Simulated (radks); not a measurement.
The numbers below are computed, except where a source is named.
Kinetic energies: the exact non-interacting value of the Kohn-Sham orbitals and orbital-free approximations, in hartree. Species: Sr2+ [Kr]; Ar8+ [Ne]. Code: a radial shooting solver on a logarithmic mesh with Libxc functionals. Model: non-relativistic Kohn-Sham, r2SCAN, spin-polarised, spherical densities, point nucleus; meta-GGA in the generalised Kohn-Sham scheme. Every spin shell is full or empty, so the densities are truly spherical. Functionals are evaluated on that one density, not self-consistently.

functional         Sr2+     Ar8+
exact           3131.15  506.005
Thomas-Fermi     2951.2   470.74
von Weizsacker   1426.5   310.42
TF + vW          4377.8   781.16
TF + vW/9        3109.8   505.23
TF + vW/5        3236.6   532.82
LC94             3133.5   508.45
APBEK            3135.8   508.96
revAPBEK         3142.3   510.82
Perdew 92        3110.1   505.30
Thakkar          3116.6   507.30
Pearson          3099.6   499.51
DePristo-Kress   3129.8   508.50
